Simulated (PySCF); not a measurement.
# Multinuclear NMR of C4H5FO3Si

Atoms are numbered as in `[O:1]=[CH:2][C:3]1=[C:4]([O:5][SiH2:6][OH:7])[C@@H:8]1[F:9]`. Hydrogens are named by the atom that carries them. Ha(Si6) is pro-R; Hb(Si6) is pro-S.

Non-relativistic, one conformer, no solvent. NMR shieldings at PBE0/pcSseg-1/GIAO; structure optimised with GFN2-xTB; PySCF 2.14.0 with density-fitted response routines.

Task: What are the ¹⁹F shifts?

Result: 
```json
{"atoms": "F9", "environment": "fluorine on an sp3 carbon", "σ (ppm)": "341.8", "δ (ppm)": "-147.8"}
```

Shieldings were converted by a linear fit to measured shifts: ¹⁹F: δ = 146.13 − 0.903σ +14.6 on sp3 carbon (rms 6.0 ppm, 223 shifts, 7.0 ppm with the 5 outliers that the fit left out vs CFCl3, solution or neat liquid). A few per cent of atoms miss by over 2 rms, more outside the fitted compound classes.

On a 300 MHz spectrometer ¹⁹F resonates near 282.3 MHz, so 1 ppm is 282.3 Hz.

Task: Where does ²⁹Si resonate?

Result: 
```csv
atoms,environment,σ (ppm),δ (ppm)
Si6,"silicon bonded to 2 O, 2 H",378.8,-31.4
```

Shieldings were converted by a linear fit to measured shifts: ²⁹Si: δ = 279.94 − 0.822σ (rms 8.9 ppm, 72 shifts, 25.8 ppm with the 6 outliers that the fit left out vs TMS, solution or neat liquid). Occasional misses reach two or three times the rms, and more in compound classes unlike the fitted ones.

On a 400 MHz spectrometer ²⁹Si resonates near 79.5 MHz, so 1 ppm is 79.5 Hz.

Task: Predict the ¹⁷O NMR data.

Result: 
| atoms | environment | σ (ppm) | δ (ppm) |
| --- | --- | --- | --- |
| O1 | aldehyde oxygen | -251.6 | 495.8 |
| O5 | oxygen bonded to C, Si | 146.9 | 132.9 |
| O7 | oxygen bonded to Si, H | 290.3 | 2.3 |

Shieldings were converted by a linear fit to measured shifts: ¹⁷O (scatter 10.7 ppm rms, 12.2 ppm with the 3 outliers that the fit left out vs liquid water, solution or neat liquid). A few per cent of atoms miss by over 2 rms, more outside the fitted compound classes.

On a 600 MHz spectrometer ¹⁷O resonates near 81.3 MHz, so 1 ppm is 81.3 Hz.
